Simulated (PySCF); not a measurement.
C₄H₇O (SMILES C[CH]C(C)=O), doublet (typed; the unrestricted solution is spin-contaminated), at a GFN2-xTB geometry. Base run: HF/6-31G (PySCF).

PySCF was given this input:
```python
from pyscf import gto, scf

mol = gto.Mole()
mol.atom = '''
    C    -1.98606156    0.38777513   -0.02319402
    C    -0.63409118    0.43769205    0.54985105
    C     0.48260492   -0.15837745   -0.10825148
    C     1.81371040   -0.02607270    0.60358398
    O     0.37954257   -0.74434792   -1.18547737
    H    -1.96593829   -0.14902495   -0.96898695
    H    -2.37617628    1.39690193   -0.18006052
    H    -2.67898810   -0.10345583    0.66504900
    H    -0.48396581    0.93925237    1.49408330
    H     1.75744172   -0.48877297    1.58687357
    H     2.59133250   -0.51130391    0.02076336
    H     2.06297815    1.02508457    0.73416001
'''
mol.basis = '6-31g'
mol.spin = 1
mol.verbose = 4
mol.build()

mf = scf.UHF(mol)
mf.kernel()
mo_i, mo_e, stable_i, stable_e = mf.stability(internal=True, external=True, return_status=True, nroots=6, tol=1e-6)
print('internally stable:', stable_i, ' externally stable:', stable_e)
if not stable_i:
    umf = mf.copy()
    umf.scf_summary = {}
    umf.kernel(umf.make_rdm1(mo_i, mf.mo_occ))
```

The bond that is stretched is that between atoms 10 and 4. A test that says stable can miss a lower solution.

Variants of this job, named by their change:

```
change       ΔE vs base (kcal/mol)  <S^2>  E after following the instability (Eh)  <S^2> there   stability test says
-----------  ---------------------  -----  --------------------------------------  -----------  --------------------
base                         0.000  0.919                                       -            -                stable
bond × 1.25                  19.64  0.922                                       -            -                stable
bond × 1.5                   51.38  1.036                                       -            -                stable
bond × 1.8                    89.7  0.923                              -230.16067         1.46  internal instability
bond × 2.2                    89.4  1.745                                       -            -  external instability
bond × 3.0                   152.7  0.750                              -230.14038         1.84  internal instability
```

On stretching, the SCF can end on different states; <S^2> shows the spin contamination of each.
